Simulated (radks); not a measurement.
Species: Al IX. Configuration: [He] 2s2 2p1 (the NIST ground configuration).

Calculated with a radial shooting solver on a logarithmic mesh with Libxc functionals: scalar-relativistic Kohn-Sham, PBEsol, spin-polarised, spherical densities, finite nucleus; open shells are filled with parallel spins first; Fermi nuclear charge, rms radius 3.061 fm.

Energy parts (eV):
part                      energy
total                  -5545.908
kinetic                 5563.505
electron-nucleus      -11851.354
Hartree                 1042.236
exchange-correlation    -300.295

Orbitals (lengths in bohr, moments of r in powers of bohr; r(max) is where P^2 peaks):
| orbital | occ. | eigenvalue (eV) | <1/r> | r(max) |
|---|---|---|---|---|
| 1s up | 1 | -1810.381 | 12.65 | 0.07839 |
| 1s down | 1 | -1807.712 | 12.67 | 0.07833 |
| 2s up | 1 | -336.1428 | 2.761 | 0.4533 |
| 2s down | 1 | -330.5946 | 2.736 | 0.4554 |
| 2p up | 1 | -307.4915 | 2.685 | 0.3706 |
| 2p down | 0 | -301.0230 | 2.666 | 0.3735 |

The highest occupied level is 2p up at -307.49 eV. Summed over all electrons, <r^2> = 0.9844 bohr^2, which gives a Langevin (diamagnetic) susceptibility term of -0.78 x 10^-6 cm^3/mol. The electron density at the nucleus is 1539 e/bohr^3 (large components only). The spin density at the nucleus is -0.242 e/bohr^3 (1s -1.632, 2s 1.389). Spin moment in Bohr magnetons: 1. For comparison, the ionisation energy in NIST's Atomic Spectra Database is 330.21 eV (semi-empirical). In exact Kohn-Sham theory the highest level is minus the ionisation energy, but local and semilocal functionals leave it too shallow, through self-interaction and a potential that decays too fast; potentials with the right tail come closer. The density falls to 0.001 e/bohr^3 at r = 1.45 bohr.
